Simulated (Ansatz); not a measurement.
Geometry optimisation, RKS PBE-D4/def2-SVP (Ansatz 0.2.0).

input.yaml

```yaml
crystal:
  periodic: [false, false, false]
  atoms:
    - { symbol: W, position_ang: [0.153697, -0.315304, -0.251352] }
    - { symbol: H, position_ang: [-0.355667, -0.430966, 2.625976] }
    - { symbol: H, position_ang: [1.396465, 0.621839, -0.938125] }
    - { symbol: H, position_ang: [0.710094, 1.087566, 0.532073] }
    - { symbol: O, position_ang: [-1.417491, 0.532447, 0.370513] }
    - { symbol: H, position_ang: [-2.20096, -0.060027, 0.341776] }
    - { symbol: F, position_ang: [-0.402815, -2.122888, 0.079526] }
    - { symbol: F, position_ang: [-0.331146, -0.331374, -2.055205] }
    - { symbol: Cl, position_ang: [2.131524, -1.084278, 0.806101] }
    - { symbol: H, position_ang: [0.291998, -0.745815, 2.576516] }
basis:
  gaussian: { orbitals: def2-SVP }
hamiltonian:
  xc: pbe
  dispersion: d4
relax:
  f_tol: 0.03
  max_steps: 50
output:
  orbitals: {}
```

Launched with:

```bash
$ ansatz run input.yaml --threads 4 --pin off --max-ram 5120MiB --backend cpu --events-out ev --progress --plain --runs-dir out
```

Q: Where does it end, and by what steps?

A: It converged. After 9 steps the energy has fallen by 0.169 eV; H10 moved furthest, 0.69 Å.

| step | energy less start (eV) | largest force component (eV/Å) | accepted |
| --- | --- | --- | --- |
| 0 | 0.0000 | 1.704 | yes |
| 1 | -0.1014 | 0.179 | yes |
| 2 | -0.1284 | 0.094 | yes |
| 3 | -0.1473 | 0.079 | yes |
| 4 | -0.1572 | 0.080 | yes |
| 5 | -0.1618 | 0.096 | yes |
| 6 | -0.1647 | 0.132 | yes |
| 7 | -0.1675 | 0.132 | yes |
| 8 | -0.1683 | 0.055 | yes |
| 9 | -0.1687 | 0.029 | yes |

```xyz
10
Properties=species:S:1:pos:R:3
W 0.231 -0.292 -0.497
H -0.547 -0.414 3.269
H 1.496 0.650 -1.161
H 0.731 1.193 0.177
O -1.285 0.450 0.370
H -1.957 -0.271 0.456
F -0.497 -2.055 -0.168
F -0.339 -0.220 -2.270
Cl 2.042 -1.064 0.682
H 0.101 -0.826 3.230
```

Whether the end is a true minimum wasn't checked by a vibrational analysis.

The run took 17 s on 4 threads of Arm Neoverse V2 (shared host), peak memory 0.18 GiB.
